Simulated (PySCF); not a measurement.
Isomers C11H12:

A. `C(=C)C1=CC(C(=C)C)=CC=C1`
B. `C1(C2CC2)=CC=CC(=C)C=C1`
C. SMILES C1=CC=CC=C1[C@]1(C)C(=C)C1

Spectrum 1. $^{13}$C{$^{1}$H} NMR (computed): δ 155.1 (C), 151.6 (C), 133.5 (CH), 130.7 (CH), 130.2 (CH), 111.6 (CH2), 26.3 (CH2), 23.4 (C), 23.0 (CH3).

Spectrum 2. $^{13}$C{$^{1}$H} NMR (computed): δ 153.0 (C), 146.6 (C), 144.9 (CH), 140.7 (C), 135.1 (CH), 133.7 (CH), 130.2 (CH), 125.4 (CH), 120.7 (CH2), 119.0 (CH2), 23.7 (CH3).

Spectrum 3. $^{13}$C{$^{1}$H} NMR (computed): δ 156.9 (C), 153.6 (C), 147.3 (CH), 143.7 (CH), 138.4 (CH), 133.1 (CH), 125.4 (CH), 112.8 (CH2), 19.0 (CH), 14.7 (CH2).

- J: B3LYP/pcJ-1 (spin–dipole term left out of most H,H and C,H couplings)
- GIAO PBE0/pcSseg-1 shieldings
- coordinates at the PBE0-D3(BJ)/def2-SVP level
- code: PySCF 2.14.0 with density-fitted response routines
- isolated molecule, single conformer, non-relativistic Hamiltonian, rapidly exchanging positions averaged

δ = σ(ref) − σ, references computed at the same level: TMS for $^{13}$C (σref 184.41). Shifts are as computed. Against solution values, carbons near 30 ppm lie about +2 ppm off and those near 130 ppm about +5 ppm (rms about the fit 1.9 ppm; single classes can miss by 10 ppm). Of 1328 compounds with measured shifts, 309 miss one by over three times the rms of a fit or turn the order of signals round; such compounds aren't used in these exercises. Signals without a measured value on file couldn't be tested in this way; 1H shifts scatter by 0.2 ppm about their fit, and single ones miss by 0.5 ppm.

Match each spectrum to its structure.

## Answers

1–C, 2–A, 3–B.

- Spectrum 1 (C): 9 $^{13}$C signals; δC 155.1 is a fully substituted alkene carbon; δC 133.5 is an aromatic CH.
- Spectrum 2 (A): 11 $^{13}$C signals; δC 153.0 is a fully substituted alkene carbon; δC 144.9 is an alkene CH.
- Spectrum 3 (B): 10 $^{13}$C signals; δC 156.9 is a fully substituted alkene carbon; δC 153.6 is a fully substituted alkene carbon.
